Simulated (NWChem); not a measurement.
TiCl₂F₂; SMILES [Ti]([Cl])([F])([Cl])[F]

B3LYP is NWChem's, with the RPA form of VWN correlation.

Q: Give the equilibrium geometry at B3LYP/6-31G* (spherical d) (NWChem) as a Z-matrix, with the point group.

A: point group C2v; any orientation.
```
Ti
F 1 1.7222
F 1 1.7222 2 108.50
Cl 1 2.1926 2 109.62 3 119.69
Cl 1 2.1926 2 109.62 3 -119.69
```
